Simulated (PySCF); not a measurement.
# Electronic structure of Cr⁺ (chromium, charge +1) at the UHF level

Configuration: [Ar] 3d4 4p1, one real determinant (an excited configuration). Calculation: PySCF 2.14, in aug-cc-pVTZ with one added diffuse shell each of s, p, d, f, g type (9s8p6d4f3g, 118 functions); no relativity, point nucleus.

```
Total energy                                                  : -1042.953773 hartree
One-electron energy                                           : -1427.1862 hartree
Hartree (Coulomb) energy                                      : 431.6369 hartree
Exchange energy                                               : -47.4045 hartree
Kinetic energy                                                : 1042.98777 hartree
⟨S²⟩                                                          : 8.7516
⟨L²⟩                                                          : 8.016
Sum of ⟨r⟩                                                    : 18.39 bohr
Sum of ⟨r²⟩                                                   : 32.27 bohr²
Traceless quadrupole moment −½Σ⟨3z² − r²⟩ along its main axis : -5.86 e·bohr²
Density at the nucleus (Gaussians lack the cusp)              : 9260 bohr⁻³
Spin density at the nucleus                                   : -0.343 bohr⁻³
Langevin diamagnetic susceptibility                           : -25.6 ×10⁻⁶ cm³/mol
```

```tsv
shell	electrons	mean orbital energy (eV)	spread (eV)	rms radius, mean of both spins (bohr)
1s α	1	-6011.7	0	0.0743
1s β	1	-6011.7	0	0.0743
2s α	1	-729.67	0	0.319
2s β	1	-727.08	0	0.319
2p α	3	-618.92	0.088	0.288
2p β	3	-616.30	0.711	0.288
3s α	1	-108.32	0	0.973
3s β	1	-99.874	0	0.973
3p α	3	-75.447	1.287	1.04
3p β	3	-65.102	1.710	1.04
3d α	4	-24.740	1.141	1.35
4p α	1	-10.137	0	3.98
```

⟨L²⟩ = 8.02 against 12 for a pure F term, so this real determinant mixes terms.

Spin-orbit constants ζ (cm⁻¹) from the X2C one-electron operator on these orbitals (non-relativistic here): bare nucleus, nucleus screened by l(l+1)(2l+1)/3 electrons, and screened by the Breit-Pauli mean field of the electrons.

```
shell   bare  screened nucleus  mean field
   2p  47750             43770         n/a
   3p   5514              5055         n/a
   3d  479.7             279.8         n/a
   4p  266.8             244.5         n/a
```

To first order the Landé constant is A = 53.61 cm⁻¹, so the lowest level has J = 1/2 and lies 0.0665 eV below the centre of the term. This holds in LS coupling only.
